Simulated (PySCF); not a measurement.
# From computed data to an observable: oscillator strength and radiative lifetime

tetrasilane (H₁₀Si₄), SMILES [SiH3][SiH2][SiH2][SiH3].

Coordinates come from a ωB97X-D3(BJ)/def2-SVP optimisation. The values are those of a single conformer.

PySCF with TDA-B3LYP/def2-SVPD puts the first singlet state with f over 0.02 at 6.48 eV (vertical), with the transition dipole (-0.433, 0.091, 0.000) in atomic units.

Task: Find the oscillator strength, the wavelength and the radiative lifetime that this transition would have in vacuum if emission retraced absorption.

Result: 
|μ|² = 0.1958 au, so |μ| = 1.12 D. ΔE = 6.48/27.211 = 0.2381 hartree. f = (2/3) ΔE |μ|² = 0.031 (the program prints 0.031).
λ = 1239.84/6.48 = 191 nm; ν = 52265 cm⁻¹.
Einstein's coefficient A = 0.6670 ν² f s⁻¹ (ν in cm⁻¹) = 5.7e7 s⁻¹, so τ = 1/A = 18 ns. This state is S1. The figure is the radiative limit of this one transition; relaxation, internal conversion, crossing to triplets and a medium change what is measured.
